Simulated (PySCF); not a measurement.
Cd(iPr)(OSiH3), SMILES [SiH3][O][Cd][CH](C)C, GFN2-xTB optimised geometry.

```
16

Cd     0.29     1.91     0.13
C      0.81     2.49     2.17
C      1.53     1.29     2.78
C     -0.51     2.75     2.87
H      1.45     3.38     2.21
H      1.70     1.46     3.84
H      0.92     0.39     2.67
H      2.50     1.12     2.30
H     -1.00     3.65     2.47
H     -0.35     2.91     3.94
H     -1.18     1.90     2.76
O     -1.02     0.31     0.00
Si    -0.49    -1.18     0.00
H     -0.95    -1.91    -1.19
H     -0.93    -1.89     1.22
H      1.02    -1.18     0.00
```

Density from CAM-B3LYP/def2-TZVP, def2 effective core potentials past Kr (PySCF 2.14.0) at that geometry. The core electrons that the potentials of Cd replace are not part of the density.

Minimum of the electron density along straight lines between bonded atoms, close to the bond critical point (lines longer than 1.1 times the sum of covalent radii, or with two minima, are not listed):

| bond | length / Å | ρ at the minimum / e bohr⁻³ | ∇²ρ there / e bohr⁻⁵ | position (fraction from the first atom) |
|---|---|---|---|---|
| Cd1–C2 | 2.187 | 0.088 | 0.14 | 0.53 |
| C2–C3 | 1.522 | 0.249 | -0.62 | 0.51 |
| C2–C4 | 1.523 | 0.248 | -0.62 | 0.51 |
| C2–H5 | 1.094 | 0.281 | -0.97 | 0.64 |
| C3–H6 | 1.093 | 0.276 | -0.94 | 0.64 |
| C3–H7 | 1.094 | 0.277 | -0.95 | 0.64 |
| C3–H8 | 1.093 | 0.278 | -0.95 | 0.64 |
| C4–H9 | 1.094 | 0.277 | -0.95 | 0.64 |
| C4–H10 | 1.093 | 0.276 | -0.94 | 0.64 |
| C4–H11 | 1.096 | 0.277 | -0.95 | 0.64 |
| Cd1–O12 | 2.078 | 0.088 | 0.43 | 0.52 |
| O12–Si13 | 1.582 | 0.160 | 1.08 | 0.58 |
| Si13–H14 | 1.470 | 0.125 | 0.16 | 0.49 |
| Si13–H15 | 1.474 | 0.124 | 0.16 | 0.49 |
| Si13–H16 | 1.515 | 0.114 | 0.13 | 0.49 |
